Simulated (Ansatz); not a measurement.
`B[TeH]` + `N[AsH2]` → `N[AsH][TeH]` + BH₃ at 700 K and 1 bar (ligand exchange at a Te–B bond).

Calculated with Ansatz (gas phase, PBE0-D4/def2-TZVP geometries, no zero-point term in ΔE). CBS: MP2 limit from def2 TZ/QZ plus the TZ coupled-cluster correction, frozen cores. This one scheme is used for every species. Elements past krypton have def2 core potentials. For As, Te outer-core shells are correlated without core-valence functions, which leaves a few kJ/mol of doubt a bond. Scalar relativity is left out up to krypton. One conformer a species, not always the lowest.

```csv
species,CCSD(T)/CBS energy (Eh),H − E (kJ/mol),S (J/(mol·K))
`B[TeH]`,-294.31292,110.7,324.5
`N[AsH2]`,-2292.09958,152.3,328.9
`N[AsH][TeH]`,-2559.85306,168.3,420.4
BH₃,-26.55200,96.5,225.0
```

H − E and S are ideal-gas, rigid-rotor, harmonic terms from PBE0-D4/def2-TZVP, for one conformer and one mirror image of each species. 1 Eh = 2625.50 kJ/mol, R = 8.31446 J/(mol·K).

By hand: ΔE, ΔH, ΔS and ΔG.

ΔE = (-2559.85306) + (-26.55200) − (-294.31292) − (-2292.09958) = 0.00744 Eh = 19.5 kJ/mol. Δ(H − E) = 168.3 + 96.5 − 110.7 − 152.3 = 1.8, so ΔH = 21.3 kJ/mol. ΔS = 420.4 + 225.0 − 324.5 − 328.9 = -8.0 J/(mol·K). ΔG = 21.3 − 700 × (-8.0)/1000 = 26.9 kJ/mol.

By hand: the equilibrium constant, and the temperature at which ΔG would vanish if ΔH and ΔS stayed fixed.

log₁₀ K = −ΔG/(RT ln 10) = -2.0. ΔH and −TΔS have one sign here, so there is no such temperature.

The number of gas molecules stays the same, so ΔS is small and ΔH decides. A doubt of 5 kJ/mol in ΔE shifts log₁₀ K by 0.4 here. Other conformers and mirror images would add mixing entropy, several J/(mol·K) or more a flexible species. These are equilibria of isolated gas molecules and say nothing of rates. Largest T1 diagnostic: 0.015 (customary marks: 0.02 for closed shells, 0.045 for open ones).

ΔS is within the doubt of such terms, so its sign, and with it that verdict, could turn.
